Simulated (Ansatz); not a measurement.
Cost and result up the ladder for SnHMe2(OiPr) (C₅H₁₄OSn) (21 atoms). Total charge 0; singlet. Geometry: PBE-D4/def2-SVP.

```xyz
21

C     0.9330   -1.7436   -2.5454
C     0.2306   -2.5664    0.8808
C    -0.4700    1.5363    0.2963
C     0.2087    2.9040    0.2094
C    -0.7408    1.1267    1.7493
O     0.3760    0.6110   -0.3692
Sn   -0.2433   -1.2728   -0.7955
H    -1.9570   -1.1732   -1.1001
H     0.8556   -2.8215   -2.7857
H     1.9904   -1.4897   -2.3391
H     0.5792   -1.1477   -3.4076
H    -0.3830   -2.2957    1.7607
H     1.3015   -2.4452    1.1341
H     0.0376   -3.6233    0.6105
H    -1.4610    1.6107   -0.2260
H     1.1890    2.8730    0.7287
H    -0.4134    3.6968    0.6730
H     0.3930    3.1713   -0.8498
H    -1.2788    0.1561    1.8001
H     0.2173    1.0154    2.2986
H    -1.3647    1.8776    2.2770
```

Ansatz on 4 threads of AMD EPYC 9R45 on a shared host. Times are rough, and most runs start from the orbitals of an earlier one. r2SCAN0-D4/def2-TZVP serves as the yardstick here, not as an exact answer. Differences are given only for rows in sets of like size (and for xTB, whose basis is part of the method), since another set adds its own error. Binding counts from free atoms at the same level (C triplet, O triplet, Sn triplet, H doublet; other spins of the atoms weren't run), without zero-point energy or a counterpoise term.

In the def2 sets Sn takes a core potential; there is no spin–orbit coupling. LC-ωPBE has ω = 0.4 bohr⁻¹. Correlated methods freeze 10 core orbitals; core or outer-core shells of Sn are correlated, in sets that lack core-valence functions. Another isomer (singlet) lies 0.14 eV lower at PBE0-D4/def2-TZVP; other spin states weren't run for this one.

Correlated methods converge slowly with the basis.

| level | functions | wall time |
| --- | --- | --- |
| PBE-D4/def2-SVP | 180 | 1.1 s |
| PBE0-D4/def2-SVP | 180 | 1.4 s |
| PBE-D4/def2-TZVP (with forces) | 320 | 2.5 s |
| LC-ωPBE/def2-TZVP | 320 | 2.6 s |
| r2SCAN-D4/def2-TZVP | 320 | 3.1 s |
| MP2/def2-TZVP | 320 | 4.1 s |
| r2SCAN0-D4/def2-TZVP | 320 | 4.2 s |
| PBE0-D4/def2-TZVP | 320 | 4.7 s |

(1) Estimate what each level gives for the binding energy per atom (eV).

Answers

(1) 
```json
{"level": "PBE-D4/def2-SVP", "binding energy per atom (eV)": "3.91", "difference from r2SCAN0-D4/def2-TZVP (eV)": "–"}
{"level": "PBE0-D4/def2-SVP", "binding energy per atom (eV)": "3.86", "difference from r2SCAN0-D4/def2-TZVP (eV)": "–"}
{"level": "PBE-D4/def2-TZVP (with forces)", "binding energy per atom (eV)": "3.89", "difference from r2SCAN0-D4/def2-TZVP (eV)": "0.10"}
{"level": "LC-ωPBE/def2-TZVP", "binding energy per atom (eV)": "3.82", "difference from r2SCAN0-D4/def2-TZVP (eV)": "0.02"}
{"level": "r2SCAN-D4/def2-TZVP", "binding energy per atom (eV)": "3.84", "difference from r2SCAN0-D4/def2-TZVP (eV)": "0.04"}
{"level": "MP2/def2-TZVP", "binding energy per atom (eV)": "3.73", "difference from r2SCAN0-D4/def2-TZVP (eV)": "-0.06"}
{"level": "r2SCAN0-D4/def2-TZVP", "binding energy per atom (eV)": "3.80", "difference from r2SCAN0-D4/def2-TZVP (eV)": "0.00"}
{"level": "PBE0-D4/def2-TZVP", "binding energy per atom (eV)": "3.84", "difference from r2SCAN0-D4/def2-TZVP (eV)": "0.05"}
```
